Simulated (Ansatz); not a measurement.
Geometry optimisation, RKS BHLYP-D4/def2-SVP (Ansatz 0.2.0).

Input:

```yaml
crystal:
  periodic: [false, false, false]
  atoms:
    - { symbol: Si, position_ang: [-0.752699, 0.02715, -0.662639] }
    - { symbol: Br, position_ang: [2.61458, -1.049504, 0.108363] }
    - { symbol: H, position_ang: [-2.139002, 0.256495, -1.120681] }
    - { symbol: H, position_ang: [0.193975, 0.443095, -1.717403] }
    - { symbol: O, position_ang: [-0.692015, -1.563575, -0.266083] }
    - { symbol: H, position_ang: [1.788435, -0.003264, 0.729313] }
    - { symbol: "N", position_ang: [-0.286735, 1.001906, 0.758306] }
    - { symbol: H, position_ang: [0.17015, -1.943275, -0.092065] }
    - { symbol: H, position_ang: [-0.780419, 0.840609, 1.625742] }
    - { symbol: H, position_ang: [-0.11627, 1.990363, 0.637149] }
basis:
  gaussian: { orbitals: def2-SVP }
hamiltonian:
  xc: { name: BHLYP }
  dispersion: d4
relax:
  f_tol: 0.03
  max_steps: 50
output:
  orbitals: {}
```

Run as:

```bash
$ ansatz run input.yaml --threads 2 --pin off --max-ram 3072MiB --backend cpu --events-out ev --progress --plain --runs-dir out
```

Question: Where does it end, and by what steps?

Answer: It converged. After 11 steps the energy has fallen by 0.195 eV; Br2 moved furthest, 0.69 Å.

```
step  energy less start (eV)  largest force component (eV/Å)  accepted
   0                  0.0000                           0.739       yes
   1                 -0.0930                           0.336       yes
   2                 -0.1511                           0.153       yes
   3                 -0.1729                           0.312       yes
   4                 -0.1138                           0.940        no
   5                 -0.1862                           0.148       yes
   6                 -0.1908                           0.134       yes
   7                 -0.1645                           0.488        no
   8                 -0.1933                           0.060       yes
   9                 -0.1941                           0.043       yes
  10                 -0.1947                           0.032       yes
  11                 -0.1948                           0.017       yes
```

```xyz
10
Properties=species:S:1:pos:R:3
Si -0.831 0.026 -0.708
Br 2.574 -0.937 0.784
H -2.290 0.230 -0.766
H -0.177 0.566 -1.918
O -0.613 -1.581 -0.474
H 1.444 0.009 0.813
N -0.068 0.896 0.617
H 0.276 -1.899 -0.317
H -0.507 0.834 1.526
H 0.193 1.857 0.443
```

The run took 48 s on 2 threads of Arm Neoverse V1, with other jobs on the host, peak memory 0.25 GiB.
